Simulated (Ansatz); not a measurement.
Stepwise reaction of `[OH][Ta]([F])([F])=[S]` with water, as a gas-phase model of exchange steps in deposition or etching. ΔE in kJ/mol; ΔG adds harmonic PBE0-D4 terms to CCSD(T)/CBS, at 1 bar.

Computed with Ansatz on PBE0-D4/def2-TZVP structures; ΔE is electronic, products minus reactants. CCSD(T)/CBS adds triple-zeta CCSD(T) − MP2 to the extrapolated MP2 energy (def2 sets, frozen cores). This one scheme is used for every species. DFT in def2-TZVPP. B3LYP here is the variant with VWN-RPA as its local correlation; programs differ in this. def2 core potentials past Kr. For Ta outer-core shells are correlated without core-valence functions, which leaves a few kJ/mol of doubt a bond. Each species was taken in one conformer, which may not be the lowest.

| step | reaction | PBE-D4 | B3LYP-D4 | ωB97M-V | CCSD(T)/CBS | ΔG(400 K) |
| --- | --- | --- | --- | --- | --- | --- |
| 1 | `[OH][Ta]([F])([F])=[S]` + H₂O → `[OH][Ta]([OH])([F])=[S]` + H–F | 29.9 | 28.5 | 28.2 | 22.8 | 22.9 |
| 2 | `[OH][Ta]([OH])([F])=[S]` + H₂O → `[OH][Ta]([OH])([OH])=[S]` + H–F | 36.5 | 35.3 | 34.8 | 29.3 | 31.4 |

By hand: ΔE of the 2 steps together at CCSD(T)/CBS.

(22.8) + (29.3) = 52.1 kJ/mol, or 26.1 kJ/mol a step.

In ΔE each step is higher than the one before. All are uphill at CCSD(T)/CBS. ΔG lies between 22.9 and 31.4 kJ/mol a step. PBE-D4 differs from CCSD(T)/CBS by 7.1 to 7.2 kJ/mol a step. Only this route is followed, and other bonds may react first. Isolated molecules leave out the surface, adducts and barriers. Largest T1 diagnostic: 0.020.
